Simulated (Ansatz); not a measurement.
Other settings, tried on Au(PH3)Cl (PH3AuCl).

```yaml
crystal:
  periodic: [false, false, false]
  atoms:
    - {symbol: Au, position_ang: [-0.002673, 0.003681, -1.441896]}
    - {symbol: P, position_ang: [0.001687, -0.001071, 0.777335]}
    - {symbol: H, position_ang: [0.811668, -0.949635, 1.454973]}
    - {symbol: H, position_ang: [-1.221482, -0.227923, 1.461042]}
    - {symbol: H, position_ang: [0.420224, 1.172392, 1.457539]}
    - {symbol: Cl, position_ang: [-0.009425, 0.002547, -3.709003]}
basis:
  gaussian: {orbitals: def2-mTZVP}
hamiltonian: {xc: {name: HF}}
correlation: {method: ccsd_t, diis_vectors: 4}
scf: {lower_state_search: light}
```

```sh
$ ansatz run in.yaml --threads 4 --pin off --events-out ev --progress --plain --max-ram 3916MiB
```

Output, abridged:

```
Functional definition: HF
898 factors; integrals over basis functions are off by at most 7.1e-4 eV
mean field evaluation 1: about -25489.6998 eV, gradient 2.6e1 eV
mean field evaluation 2: about -25490.1603 eV, gradient 2.6e1 eV
mean field evaluation 4: about -25492.6068 eV, gradient 3.4e0 eV
mean field evaluation 8: about -25492.6607 eV, gradient 2.9e-1 eV
mean field evaluation 16: about -25492.6612 eV, gradient 2.4e-6 eV
mean field -25492.66122632 eV, -936.8380205209 hartree, gradient 2.4e-6 eV, S^2 0.000000; 0 other end points of the search recorded, 0 dependent functions left out
10 core orbitals not correlated: weight in the atoms' cores, before any rotation towards them, 1.000 or more for the frozen orbitals, at most 0.000 for the correlated occupied ones
reference -25492.66122632 eV, -936.8380205209 hartree; 17, 17 occupied and 62, 62 virtual orbitals, 898 factors
second order -12.53206649 eV of doubles, -0.00000000 eV of singles
cycle   1  -12.73590667 eV  change   -2.0e-1 eV  update   1.3e-1
cycle   2  -13.18134680 eV  change   -4.5e-1 eV  update   4.0e-2
cycle   3  -13.30958619 eV  change   -1.3e-1 eV  update   2.4e-2
cycle   4  -13.30319039 eV  change    6.4e-3 eV  update   6.3e-3
cycle   5  -13.29836673 eV  change    4.8e-3 eV  update   2.8e-3
cycle   6  -13.29875423 eV  change   -3.9e-4 eV  update   8.2e-4
cycle   7  -13.29840314 eV  change    3.5e-4 eV  update   3.3e-4
cycle   8  -13.29853863 eV  change   -1.4e-4 eV  update   1.4e-4
cycle   9  -13.29861802 eV  change   -7.9e-5 eV  update   4.0e-5
cycle  10  -13.29864706 eV  change   -2.9e-5 eV  update   1.5e-5
cycle  11  -13.29867021 eV  change   -2.3e-5 eV  update   6.8e-6
perturbative correction -0.37976766 eV, -0.0139562039 hartree
Total energy: -25506.33966418 eV, -937.3406938408 hartree
```

It took 3.7 s on 4 threads of Arm Neoverse V2 on a shared host.

In the def2 sets Au takes a core potential; there is no spin–orbit coupling. Correlated methods freeze 10 core orbitals; core or outer-core shells of Au are correlated, in sets that lack core-valence functions.
